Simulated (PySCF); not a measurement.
## Electron correlation in Cr (chromium, neutral)

[Ar] 3d5 4s1, high-spin 7S determinant. Computed with PySCF 2.14 in dyall-av2z (16s12p7d2f, 101 functions), with no relativity, point nucleus. Frozen: [Ar]; 6 electrons correlated; the 25 highest virtual orbitals of each spin left out.

```tsv
level	correlation energy (mhartree)
CCSD	-93.26
(T)	-2.77
CCSD(T)	-96.03
```

Diagnostics: T1 = 0.020, D1 = 0.0359, largest double amplitude 0.028.

Cost of the coupled-cluster step: of the order of 15 core-seconds, for 6 correlated electrons.

Iterations:

```
CC2 = 0
CCSD nocc = (np.int64(6), np.int64(0)), nmo = (67, 67)
frozen orbitals [[0, 1, 2, 3, 4, 5, 6, 7, 8, 76, 77, 78, 79, 80, 81, 82, 83, 84, 85, 86, 87, 88, 89, 90, 91, 92, 93, 94, 95, 96, 97, 98, 99, 100], [0, 1, 2, 3, 4, 5, 6, 7, 8, 76, 77, 78, 79, 80, 81, 82, 83, 84, 85, 86, 87, 88, 89, 90, 91, 92, 93, 94, 95, 96, 97, 98, 99, 100]]
max_cycle = 100
direct = 0
conv_tol = 1e-08
conv_tol_normt = 1e-06
diis_space = 8
diis_start_cycle = 0
Init t2, MP2 energy = -0.0864209172064114
Init E_corr(UCCSD) = -0.0864209172243955
cycle = 1  E_corr(UCCSD) = -0.0908348491927092  dE = -0.00441393197  norm(t1,t2) = 0.0462314
cycle = 2  E_corr(UCCSD) = -0.09254692166508  dE = -0.00171207247  norm(t1,t2) = 0.0158582
cycle = 3  E_corr(UCCSD) = -0.0930174994904945  dE = -0.000470577825  norm(t1,t2) = 0.00911355
cycle = 4  E_corr(UCCSD) = -0.0932982899833598  dE = -0.000280790493  norm(t1,t2) = 0.00284983
cycle = 5  E_corr(UCCSD) = -0.0932637000423453  dE = 3.4589941e-05  norm(t1,t2) = 0.000563429
cycle = 6  E_corr(UCCSD) = -0.0932629136610047  dE = 7.86381341e-07  norm(t1,t2) = 0.000100301
cycle = 7  E_corr(UCCSD) = -0.0932638247826899  dE = -9.11121685e-07  norm(t1,t2) = 3.38066e-05
cycle = 8  E_corr(UCCSD) = -0.0932637599771915  dE = 6.48054984e-08  norm(t1,t2) = 9.75447e-06
cycle = 9  E_corr(UCCSD) = -0.0932636836074638  dE = 7.63697277e-08  norm(t1,t2) = 3.17329e-06
cycle = 10  E_corr(UCCSD) = -0.0932636892467777  dE = -5.63931388e-09  norm(t1,t2) = 8.33021e-07
UCCSD converged
E(UCCSD) = -1043.436983325591  E_corr = -0.09326368924677769
UCCSD(T) correction = -0.00277176701110657
```
